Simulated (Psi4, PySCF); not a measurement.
Conformational energy of SMILES [SiH3]N([SiH3])[SiH3]. Scanned: dihedral H5–Si1–N2–Si3; all other coordinates were relaxed at B3LYP-D3(BJ)/def2-SVP. Heavy atoms are numbered in the order of the SMILES [SiH3]N([SiH3])[SiH3], hydrogens after them in the order of the atoms that carry them; the mirror image has the same energies with the sign of each dihedral reversed.

B3LYP/def2-TZVP // B3LYP-D3(BJ)/def2-SVP (Psi4); PBE-D3(BJ)/def2-TZVP // B3LYP-D3(BJ)/def2-SVP (Psi4); RKS-B3LYP/6-311+G** = restricted B3LYP/6-311+G**, spherical d, density fitting // B3LYP-D3(BJ)/def2-SVP run with PySCF.

Energies in kcal/mol, each method relative to its own lowest point.

```json
[
 {"φ / °": "0", "B3LYP/def2-TZVP": "0.01", "PBE-D3(BJ)/def2-TZVP": "0.01", "RKS-B3LYP/6-311+G**": "0.00"},
 {"φ / °": "15", "B3LYP/def2-TZVP": "0.12", "PBE-D3(BJ)/def2-TZVP": "0.10", "RKS-B3LYP/6-311+G**": "0.11"},
 {"φ / °": "30", "B3LYP/def2-TZVP": "1.01", "PBE-D3(BJ)/def2-TZVP": "[?]", "RKS-B3LYP/6-311+G**": "0.98"},
 {"φ / °": "45", "B3LYP/def2-TZVP": "0.14", "PBE-D3(BJ)/def2-TZVP": "0.12", "RKS-B3LYP/6-311+G**": "0.14"},
 {"φ / °": "60", "B3LYP/def2-TZVP": "0.00", "PBE-D3(BJ)/def2-TZVP": "0.00", "RKS-B3LYP/6-311+G**": "0.00"},
 {"φ / °": "75", "B3LYP/def2-TZVP": "0.11", "PBE-D3(BJ)/def2-TZVP": "0.10", "RKS-B3LYP/6-311+G**": "0.11"},
 {"φ / °": "90", "B3LYP/def2-TZVP": "1.02", "PBE-D3(BJ)/def2-TZVP": "[?]", "RKS-B3LYP/6-311+G**": "0.99"},
 {"φ / °": "105", "B3LYP/def2-TZVP": "0.10", "PBE-D3(BJ)/def2-TZVP": "[?]", "RKS-B3LYP/6-311+G**": "0.10"}
]
```

Question: What belongs in the gaps?

Answer: 
- 30, PBE-D3(BJ)/def2-TZVP: 0.73
- 90, PBE-D3(BJ)/def2-TZVP: 0.74
- 105, PBE-D3(BJ)/def2-TZVP: 0.08
